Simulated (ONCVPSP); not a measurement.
**What the settings do to the ONCV potential of Te**

Base potential:

```
Element                 : Te
Generator               : ONCVPSP 4.0.1
Type                    : optimised norm-conserving Vanderbilt (ONCV)
Functional              : LDA (Perdew-Zunger)
Relativity              : scalar-relativistic
Frozen core             : [Kr] 4d10
Valence charge          : 6
Reference configuration : 5s2 5p4
Partial waves           : 5s: rc 1.65 bohr, ncon 4, nbas 9, qcut 3.7 1/bohr, 2 projectors, debl 1.3 Ha; 5p: rc 2.40 bohr, ncon 4, nbas 7, qcut 3.9 1/bohr, 2 projectors, debl 3.2 Ha
Local potential         : polynomial inside 1.25 bohr (lpopt 4, dvloc0 1 Ha)
Core correction         : Teter function, fcfact 3.75, rcfact 1.05
```

All-electron outer shells of the reference configuration (LDA (Perdew-Zunger), scalar-relativistic, ld1.x):

| shell | level (eV) | outermost node (bohr) | outermost maximum (bohr) |
| --- | --- | --- | --- |
| 4p | -114.19 | 0.38 | 0.74 |
| 4d | -41.70 | 0.36 | 0.81 |
| 5s | -15.36 | 0.91 | 1.77 |
| 5p | -6.12 | 1.00 | 2.17 |

Cutoffs, loose and tight: the cutoffs (Ha) at which the residual kinetic energy of the hardest occupied pseudo-wave falls to 1 and 0.1 mHa per electron. They do not see the model core or the augmentation charge, which bear on the density cutoff. Test errors are all-electron minus pseudo excitation energies from the reference, over the configurations 5s2 5p3; 5s2 5p2; 5s2 5p1; 5s1 5p5. A dash means not determined; rows that change the core or the reference have their own tests.

For the base: The cutoffs count occupied waves only; projector 2 of the s channel, the hardest unoccupied one, needs 46 Ha at the loose tolerance.

A true bound ghost makes a file unfit for plane-wave use even where its test errors are small: the radial tests pick states by their node count and pass the ghost by.

| change | outcome | cutoff, loose | cutoff, tight | bound ghosts | GHOST(+) flags above zero | largest test error (meV) |
| --- | --- | --- | --- | --- | --- | --- |
| base | generated | 8.0 Ha | 27 Ha | none | s, p | +19 |
| p: rc 2.08 | generated | 8.0 Ha | 27 Ha | none | s, p | +36 |
| s: nproj 0; local potential the s channel | generated | 8.0 Ha | 27 Ha | none | none | +25 |
| p: rc 3.22 | generated | 8.0 Ha | 27 Ha | none | s, p | -113 |
| reference 5s1 5p5 | generated | 8.9 Ha | 27 Ha | none | s, p | +7.9 |
| core correction Teter function, fcfact 1.2, rcfact 1.05 | generated | 8.0 Ha | 27 Ha | none | s, p | +37 |
| functional BLYP | generated | 8.0 Ha | 27 Ha | none | s, p | +89 |
| p: qcut 4.7 | generated | 8.0 Ha | 27 Ha | none | s, p | +34 |
| core correction Teter function, fcfact 3.75, rcfact 0.94 | generated | 8.0 Ha | 27 Ha | none | s, p | +34 |
| p: nproj 3 | generated | 8.0 Ha | 27 Ha | none | s, p | +18 |

(1) What comes out with this change to the base: all radii but the core radius scaled by about 1.06 (s 1.74, p 2.54 bohr); local potential polynomial inside 1.32 bohr (lpopt 4, dvloc0 1 Ha)?

(2) What comes out with this change to the base: p: ncon 3, nbas 6?

(3) What comes out with this change to the base: s: nbas 7?

Results:

(1) outcome: generated; cutoff, loose: 9.9 Ha; cutoff, tight: 39 Ha; bound ghosts: none; GHOST(+) flags above zero: s, p; largest test error (meV): +5.6.

(2) outcome: generated; cutoff, loose: 8.0 Ha; cutoff, tight: 27 Ha; bound ghosts: none; GHOST(+) flags above zero: s, p; largest test error (meV): +5.4.

(3) outcome: generated; cutoff, loose: 10 Ha; cutoff, tight: 39 Ha; bound ghosts: s; GHOST(+) flags above zero: s, p; largest test error (meV): +43.
